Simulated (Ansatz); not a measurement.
input.yaml

```yaml
accuracy: low
crystal:
  lattice:
    - [5.87906, 0.0, 0.0]
    - [0.0, 5.87906, 0.0]
    - [0.0, 0.0, 5.87906]
  atoms:
    - { symbol: O, position: [0.7144196, 0.5775985, 0.7465583] }
    - { symbol: H, position: [0.8493715, 0.483134, 0.7440179] }
    - { symbol: H, position: [0.6195419, 0.5147696, 0.627425] }
    - { symbol: O, position: [0.012306, 0.0509815, 0.1564657] }
    - { symbol: H, position: [-0.1258212, 0.1371974, 0.1815597] }
    - { symbol: H, position: [0.1186013, 0.1622471, 0.0976161] }
    - { symbol: O, position: [0.2535281, 0.738975, 0.2884235] }
    - { symbol: H, position: [0.3786748, 0.6628863, 0.3638608] }
    - { symbol: H, position: [0.3243484, 0.8149841, 0.1605599] }
    - { symbol: O, position: [0.4992319, 0.4077631, 0.0823472] }
    - { symbol: H, position: [0.6465518, 0.3596097, 0.138205] }
    - { symbol: H, position: [0.4562907, 0.2894455, -0.0239494] }
    - { symbol: O, position: [0.3601001, 0.0430972, 0.615761] }
    - { symbol: H, position: [0.4086561, 0.0668703, 0.460136] }
    - { symbol: H, position: [0.500621, 0.0176538, 0.6979101] }
    - { symbol: O, position: [0.1960116, 0.4354711, 0.6726681] }
    - { symbol: H, position: [0.1563803, 0.5540105, 0.5653379] }
    - { symbol: H, position: [0.3428346, 0.3819447, 0.6205151] }
    - { symbol: S, position: [0.814098, 0.877337, 0.4660935] }
    - { symbol: O, position: [0.6811228, 0.7886229, 0.2723405] }
    - { symbol: O, position: [0.7539486, 1.099025, 0.5677265] }
basis:
  ecutwfc: 420.0
kpoints:
  mp_grid: { grid: [1, 1, 1] }
hamiltonian:
  xc: pbe
  dispersion: d3bj
scf:
  occupations: { method: fermi_dirac, width: 0.02 }
  lower_state_search: "off"
relax:
  f_tol: 0.3
  max_steps: 15
  adjacent_minimum: "off"
```

Launched with:

```bash
$ ansatz run input.yaml --threads 1 --pin off --max-ram 3072MiB --backend cpu --events-out ev --progress --plain --runs-dir out
```

Hardware: 1 thread of Intel(R) Xeon(R) Platinum 8259CL CPU @ 2.50GHz (Skylake/Cascade Lake), with other jobs on the host.

Problem. Roughly how long does this run take, and how much memory?

Solution. 21 s, with a peak of 0.37 GiB, for 13 ionic steps.
